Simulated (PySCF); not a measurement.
## Potential energy of GaO⁻ along the bond

Set-up: Ga def2-TZVPPD, O def2-TZVPPD; no relativity (PySCF 2.14). Energies in eV from Ga + O⁻ in their ground configurations at the same level. State: ¹Σ⁺ (singlet), closed shell.

```json
{"R (Å)": "1.475", "ωB97X": "-3.960"}
{"R (Å)": "1.544", "ωB97X": "-4.755"}
{"R (Å)": "1.612", "ωB97X": "-5.182"}
{"R (Å)": "1.664", "ωB97X": "-5.327"}
{"R (Å)": "1.715", "ωB97X": "-5.360"}
{"R (Å)": "1.766", "ωB97X": "-5.308"}
{"R (Å)": "1.835", "ωB97X": "-5.141"}
{"R (Å)": "1.921", "ωB97X": "-4.826"}
{"R (Å)": "2.024", "ωB97X": "-4.356"}
{"R (Å)": "2.161", "ωB97X": "-3.664"}
```

**Question.** Put a parabola through the three lowest points of the ωB97X curve and estimate Re, k and ωe (reduced mass 12.98 u; 1 eV/Å² = 0.16022 mdyn/Å; ωe = 1302.8·√(k/μ) cm⁻¹).

**Answer.** Through R = 1.664, 1.715, 1.766 Å the second-order coefficient is 16.3 eV/Å², so Re ≈ 1.709 Å, k ≈ 5.24 mdyn/Å and ωe ≈ 827 cm⁻¹. A polynomial fit of higher order to the unrounded ωB97X energies gives Re = 1.707 Å, k = 5.36 mdyn/Å, ωe = 837 cm⁻¹; anharmonicity and rounding make the difference.

The higher-order fit for each curve: ωB97X: Re = 1.707 Å, ωe = 837 cm⁻¹, De = 5.36 eV.

For an ion De counts to the pair picked by the measured ionisation energies or electron affinities, which need not be the lowest pair at this level.
